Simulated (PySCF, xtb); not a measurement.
Ta(O)(OH)(NH2)2 (H5N2O2Ta), SMILES [OH][Ta]([NH2])([NH2])=[O], multiplicity 1.

GFN2-xTB (xtb 6.7.1) at its own geometry gives an orbital gap of 4.00 eV and a dipole moment of 5.61 D.

The structure is a stationary point at PBE0-D3(BJ)/def2-SVP. The multiplicity is an assumed one; other spin states were not compared. The def2 effective core potentials stand for the cores of Ta; spin–orbit coupling is left out. The values are those of a single conformer.

What does r2SCAN/def2-TZVP in PySCF give? (An estimate is asked for; the answer gives what the named calculation found.)

gap 5.50 eV (levels -6.20 and -0.70 eV), dipole 2.81 D.
